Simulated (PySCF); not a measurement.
## Working out the ionisation energy of Br(2+)

Br(2+) [Ar] 3d10 4s2 4p3 (4S) → Br(3+) [Ar] 3d10 4s2 4p2 (3P). Computed with PySCF 2.14 in aug-cc-pVTZ-DK (7s6p4d2f, 59 functions), with scalar relativity by spin-free X2C-1e. Frozen: [Ar] 3d10. Energies in hartree (1 hartree = 27.21139 eV):

```csv
part,Br(2+) (lower),Br(3+) (upper)
UHF,-2603.275010,-2602.001473
MP2 opposite-spin,-0.058186,-0.049990
MP2 same-spin,-0.020608,-0.009599
```

Q: What does Hartree-Fock give?

A: (-2602.001473) − (-2603.275010) = 1.273537 hartree = 34.655 eV.

Q: What do MP2 and SCS-MP2 (6/5 opposite-spin, 1/3 same-spin) give?

A: The opposite-spin parts differ by 0.223 eV and the same-spin parts by 0.300 eV. MP2: 34.655 + (0.223) + (0.300) = 35.178 eV. SCS-MP2: 34.655 + 1.2 × (0.223) + (0.300)/3 = 35.023 eV.

A first-order spin-orbit estimate adds -0.416 eV to MP2 (valence), giving 34.762 eV against 34.871 ± 0.019 eV (measured; NIST Atomic Spectra Database, ionization energies).

What remains against the reference includes basis incompleteness, the frozen core and correlation beyond second order.
